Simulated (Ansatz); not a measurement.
```yaml
crystal:
  periodic: [false, false, false]
  atoms:
    - {symbol: Cl, position_ang: [-0.589972, -0.537138, 1.877819]}
    - {symbol: Si, position_ang: [-0.177779, -0.460551, -0.117998]}
    - {symbol: Cl, position_ang: [1.916046, -0.617587, -0.413094]}
    - {symbol: I, position_ang: [-0.900085, 1.429196, -1.199757]}
basis:
  gaussian: {orbitals: x2c-TZVPPall}
total_charge: 3
magnetization: {spin_polarized: true, initial_magnetization: 0}
hamiltonian: {xc: {name: PBE}, dispersion: d4}
```

```sh
$ ansatz run in.yaml --threads 4 --pin off --events-out ev --progress --plain --max-ram 10444MiB
```

It prints (some lines left out):

```
Functional definition: PBE
1387 factors; their error is unknown
mean field evaluation 1: about -226552.7020 eV, gradient 6.3e1 eV
mean field evaluation 2: about -226085.1379 eV, gradient 2.4e2 eV
mean field evaluation 4: about -226554.7255 eV, gradient 5.2e1 eV
mean field evaluation 8: about -226577.8265 eV, gradient 1.2e1 eV
mean field evaluation 16: about -226579.5893 eV, gradient 1.8e0 eV
mean field evaluation 32: about -226579.6031 eV, gradient 7.9e-1 eV
mean field evaluation 64: about -226575.0032 eV, gradient 2.3e1 eV
mean field evaluation 96: about -226579.8928 eV, gradient 4.2e-4 eV
mean field -226579.89278503 eV, -8326.6574784825 hartree, gradient 6.7e-6 eV, S^2 0.931629; 15 other end points of the search recorded, 0 dependent functions left out
reference -226579.89281675 eV, -8326.6574796483 hartree; 49, 49 occupied and 137, 137 virtual orbitals, 1387 factors
Total energy: -226580.06669259 eV, -8326.6638694672 hartree
Relativity: scalar
```

(1) What is wrong with this run?

Results:

(1) The charge is far from anything that the molecule holds. The run converged. The result belongs to that input, not to the molecule as meant.
